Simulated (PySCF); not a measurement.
This PySCF input asks for the NMR shieldings of SMILES B[Si@@H](C#CC)O[SiH3], C₃H₉BOSi₂; the geometry comes from GFN2-xTB.

```python
import basis_set_exchange as bse
import numpy as np
from pyscf import gto, dft
from pyscf.prop import nmr

atoms = """
B     0.161815   -1.335868    2.256086
Si   -0.135998    0.398590    1.404434
C     1.011089    0.641800   -0.041683
C     1.742555    0.776005   -0.990979
C     2.621823    0.951423   -2.127377
O    -1.675847    0.535803    0.847322
Si   -2.939003    0.445928   -0.146364
H     1.114198   -1.513542    2.912211
H    -0.571234   -2.239287    2.134713
H    -0.022874    1.628773    2.215061
H     2.919244    1.996780   -2.210270
H     2.109923    0.656679   -3.043517
H     3.515423    0.338243   -2.008645
H    -4.092802    0.777203    0.688548
H    -3.020968   -0.920260   -0.668796
H    -2.744943    1.405642   -1.232154
"""
names = dict.fromkeys(["B", "Si", "C", "O", "H"], "pcSseg-1")
basis = {el: gto.basis.parse(bse.get_basis(n, elements=[el], fmt="nwchem")) for el, n in names.items()}
mol = gto.M(atom=atoms, basis=basis, charge=0, verbose=0)
mf = dft.RKS(mol, xc="PBE0")
mf.grids.level = 2
mf.grids.alignment = dft.numint.BLKSIZE   # the property module wants whole blocks of grid points
mf.conv_tol = 1e-9
mf.kernel()

calc = nmr.RKS(mf)   # GIAO
C = mf.mo_coeff
Co = C[:, mf.mo_occ > 0]
resp = mf.gen_response(singlet=True, hermi=2)
def vind(x):   # induced exchange potential for any number of trial vectors
    d = np.einsum("pi,xij,qj->xpq", C, 2 * x.reshape(-1, C.shape[1], Co.shape[1]), Co, optimize=True)
    return np.einsum("xpq,pi,qj->xij", resp(d - d.transpose(0, 2, 1)), C, Co, optimize=True).ravel()
mo1, _ = nmr.rhf.solve_mo1(calc, with_cphf=vind)
sigma = calc.kernel(mo1)
for i, s in enumerate(sigma):   # ppm
    print("%2d %-2s %9.2f" % (i, mol.atom_pure_symbol(i), np.trace(s) / 3))
```

**Question.** What are the results?

**Answer.** 
```
 0 B     -13.75
 1 Si    392.64
 2 C     104.17
 3 C      70.49
 4 C     180.65
 5 O     327.46
 6 Si    396.55
 7 H      21.74
 8 H      21.41
 9 H      25.97
10 H      29.57
11 H      29.58
12 H      29.68
13 H      26.56
14 H      26.44
15 H      26.48
```

These numbers come from an equivalent density-fitted implementation of the same equations, which agrees with the script to about 0.01 ppm for H and up to a few tenths of a ppm for heavy atoms, so last digits may differ.

Size and cost of the density-fitted run: 178 basis functions, 72 s wall time on 1 thread of an Arm Neoverse N1, shared host; peak memory 0.81 GiB.
